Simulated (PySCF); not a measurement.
Al(All)2(H), SMILES C=C[CH2][AlH][CH2]C=C (GFN2-xTB optimised geometry):

```
18

Al    -0.396     1.275     0.000
C     -1.557    -0.367     0.000
C     -1.028    -1.297    -1.039
C     -0.283    -2.366    -0.797
H     -2.593    -0.084    -0.240
H     -1.575    -0.877     0.973
H     -1.274    -1.041    -2.065
H     -0.019    -2.652     0.207
H      0.087    -2.994    -1.589
C      1.616     1.275     0.000
C      2.069     0.305     1.039
C      2.511    -0.920     0.797
H      1.983     2.283     0.240
H      2.042     0.995    -0.972
H      2.002     0.654     2.065
H      2.593    -1.301    -0.207
H      2.811    -1.585     1.590
H     -1.108     2.652     0.000
```

Computed with B3LYP/def2-SVP run with PySCF 2.14.0.

### Question
What are the frontier orbital energies and the dipole moment?

### Answer
HOMO-2 -8.42 eV, HOMO-1 -6.50 eV, HOMO -6.14 eV, LUMO -1.48 eV, LUMO+1 0.39 eV; dipole moment 0.35 D.

Meta-Löwdin charges at B3LYP/def2-SVP: Al1 0.73, C2 -0.45, C3 -0.07, C4 -0.26, H5 0.11, H6 0.11, H7 0.09, H8 0.10, H9 0.10, C10 -0.45, C11 -0.07, C12 -0.26, H13 0.11, H14 0.11, H15 0.09, H16 0.10, H17 0.10, H18 -0.18.
